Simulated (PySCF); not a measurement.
Where the electron goes

Species: C₂H₉ClOSi₂.
SMILES with atom numbers: `[CH3:1][SiH2:2][O:3][Si@@H:4]([CH3:5])[Cl:6]` (hydrogens: H7, H8, H9 on C1; H10, H11 on Si2; H12 on Si4; H13, H14, H15 on C5)

Geometry (GFN2-xTB, Å), atoms numbered from 1 in this order:
```
atom  x, y, z in Å
C1    -2.703    0.157   -0.336
Si2   -1.386   -1.001    0.379
O3     0.054   -0.232    0.420
Si4    1.215    0.817    0.030
C5     2.883   -0.074    0.116
Cl6    0.890    1.482   -1.845
H7    -3.676   -0.323   -0.378
H8    -2.445    0.470   -1.345
H9    -2.805    1.058    0.266
H10   -1.179   -2.180   -0.465
H11   -1.626   -1.334    1.782
H12    1.084    1.945    0.945
H13    2.919   -0.923   -0.563
H14    3.698    0.594   -0.147
H15    3.073   -0.447    1.118
```

Method used: PySCF 2.14.0, density-fitted response routines, TDDFT CAM-B3LYP/def2-SVPD, vertical, gas phase, core orbitals frozen in the response.

Kohn–Sham orbitals with the atoms that hold most of them (Löwdin shares over 4%, at most four atoms; ? is withheld):

```
orbital  ε (eV)                              atoms
 HOMO-3  -10.82                    Cl6 71%, Si4 9%
 HOMO-2  -10.43  Cl6 36%, Si2 14%, H10 12%, O3 12%
 HOMO-1  -10.07                                  ?
   HOMO       ?   O3 21%, C5 15%, Si4 13%, Cl6 12%
   LUMO    1.10                                  ?
 LUMO+1    1.37     Si2 19%, C1 17%, H10 8%, O3 8%
 LUMO+2    1.63  Cl6 17%, Si4 13%, C5 13%, Si2 11%
```

(1) Which atoms hold the LUMO, and with what shares?

(2) Give the leading atoms of the HOMO-1.

(3) What is the HOMO energy, and the HOMO–LUMO gap?

## Answers

(1) Si4 (bonded to C, Cl, O and H) 21%; Si2 (bonded to C, O and 2 H) 21%; Cl6 (bonded to Si) 12%; C5 (bonded to Si and 3 H) 8%. By element: silicon 42%, chlorine 12%, carbon 8% or more.

(2) O3 (bonded to 2 Si) 27%; Si2 (bonded to C, O and 2 H) 17%; Cl6 (bonded to Si) 16%; H11 (bonded to Si) 15%.

(3) ε(HOMO) = -9.70 eV; the gap is 10.79 eV (0.3967 hartree).

Question: How does S1 compare with the orbital gap of 10.79 eV?

Answer: S1 is at 7.77 eV (f = 0.0070), 3.03 eV below the gap, made of HOMO→LUMO (36%), HOMO→LUMO+1 (25%), HOMO→LUMO+2 (22%). 

Next come S2 at 8.00 eV (f 0.0065), HOMO-1→LUMO+1 (35%), HOMO-1→LUMO (30%), HOMO-1→LUMO+2 (20%); S3 at 8.17 eV (f 0.087), HOMO→LUMO (46%), HOMO→LUMO+1 (22%); S4 at 8.27 eV (f 0.028), HOMO→LUMO+3 (38%), HOMO→LUMO+4 (18%), HOMO-2→LUMO+1 (11%); S5 at 8.35 eV (f 0.018), HOMO→LUMO+2 (41%), HOMO→LUMO+1 (14%).

Löwdin shares depend on the basis, the more so with diffuse functions.

One conformer stands for the species.
